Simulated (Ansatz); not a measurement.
Relaxation of C2H7B2Cl (12 atoms, charge 0, multiplicity 1), to a largest force component of 0.015 eV/Å in at most 40 steps.

Theory: RKS PBE-D4/6-31G* (Ansatz).

```xyz
12
Properties=species:S:1:pos:R:3
B -0.606 1.783 0.711
B -0.984 0.199 0.619
C -2.474 -0.262 0.830
C -3.024 -0.010 2.267
Cl -4.654 -0.607 2.458
H 0.442 2.239 0.508
H -1.494 2.592 0.954
H -0.201 -0.567 0.322
H -2.585 -1.300 0.505
H -3.149 0.348 0.108
H -2.314 -0.645 2.931
H -2.923 1.038 2.528
```

Where does it end, and by what steps?

It converged. After 19 steps the energy has fallen by 1.214 eV; H8 moved furthest, 1.28 Å.

| step | energy less start (eV) | largest force component (eV/Å) | accepted |
| --- | --- | --- | --- |
| 0 | 0.0000 | 2.816 | yes |
| 1 | -0.4279 | 1.388 | yes |
| 2 | -0.5061 | 0.522 | yes |
| 3 | -0.5405 | 0.540 | yes |
| 4 | -0.6564 | 0.504 | yes |
| 5 | -0.8140 | 0.865 | yes |
| 6 | -0.9807 | 0.721 | yes |
| 7 | -1.1164 | 0.483 | yes |
| 8 | -1.1760 | 0.241 | yes |
| 9 | -1.2020 | 0.213 | yes |
| 10 | -1.2027 | 0.165 | yes |
| 11 | -1.2111 | 0.044 | yes |
| 12 | -1.2120 | 0.047 | yes |
| 13 | -1.2127 | 0.036 | yes |
| 14 | -1.2128 | 0.050 | yes |
| 15 | -1.2132 | 0.035 | yes |
| 16 | -1.2132 | 0.051 | no |
| 17 | -1.2135 | 0.016 | yes |
| 18 | -1.2135 | 0.013 | no |
| 19 | -1.2136 | 0.004 | yes |

```xyz
12
Properties=species:S:1:pos:R:3
B -0.487 1.754 0.896
B -1.237 0.408 0.333
C -2.473 -0.404 0.885
C -3.045 0.093 2.204
Cl -4.488 -0.880 2.745
H 0.474 1.705 1.632
H -0.803 2.870 0.546
H -0.766 -0.037 -0.701
H -2.193 -1.474 0.957
H -3.250 -0.382 0.093
H -2.309 0.022 3.020
H -3.391 1.135 2.131
```

The run took 27 s on 2 threads of Intel(R) Xeon(R) Platinum 8488C (Sapphire Rapids), with other jobs on the host, peak memory 0.2 GiB.
